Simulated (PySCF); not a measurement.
# Hartree-Fock beside MP2: AlBH3NSi

These are calculations, not measurements. They come from PySCF 2.14.0, an open-source quantum chemistry program, on an isolated molecule that a program drew, which may never have been made. The molecule is AlBH3NSi (charge 0, singlet), drawn as the SMILES string `[AlH2][B]=N[SiH]`.

The geometry was optimised and harmonic frequencies were computed with HF and MP2, all in the cc-pV(D+d)Z basis, for the commonest isotopes, with a restricted reference for singlets and an unrestricted one otherwise, and a frozen core in MP2. Each result is a local minimum of its method.

Geometry at the HF minimum:
```xyz
7
AlBH3NSi, angstrom
Al    0.8172    0.5988    1.7207
B    -0.0850    1.1366   -0.1260
N    -0.6161    1.4418   -1.2230
Si   -1.3873    2.0645   -2.6169
H     2.3512    0.8822    1.9364
H    -0.0649   -0.0743    2.8383
H    -1.2364    0.8358   -3.5061
```

Lengths of the bonds as drawn, in Å (atoms numbered as above):
```
bond,HF,MP2
Al1-B2,2.124,2.105
B2-N3,1.256,1.287
N3-Si4,1.710,1.739
Al1-H5,1.575,1.577
Al1-H6,1.575,1.577
Si4-H7,1.524,1.525
```

Rotational constants, in GHz:
| constant | HF | MP2 |
|---|---|---|
| A | 82.72 | 81.75 |
| B | 1.267 | 1.249 |
| C | 1.262 | 1.244 |

Harmonic frequencies in cm^-1, each column in rising order, so a row needn't be the same motion in every method:
| rank | HF | MP2 |
|---|---|---|
| 1 | 89 | 80 |
| 2 | 104 | 95 |
| 3 | 122 | 145 |
| 4 | 280 | 250 |
| 5 | 306 | 269 |
| 6 | 371 | 362 |
| 7 | 554 | ? |
| 8 | 637 | 615 |
| 9 | 803 | 753 |
| 10 | 835 | 802 |
| 11 | 936 | 875 |
| 12 | 1996 | 1830 |
| 13 | 2015 | 1981 |
| 14 | 2021 | 1990 |
| 15 | 2083 | 2072 |

**Estimate the missing MP2 frequency from the HF column.**

A single factor s that minimises the squared misfit of MP2 against s times HF over the other rows is sum(HF x MP2) / sum(HF^2) = 0.9667, with an rms misfit of 37 cm^-1. For rank 7 it gives 0.9667 x 554 = 536 cm^-1. The calculation gives 528 cm^-1, 8 cm^-1 below the estimate. The drawn bonds are on average 0.6 % longer in MP2 than in HF.
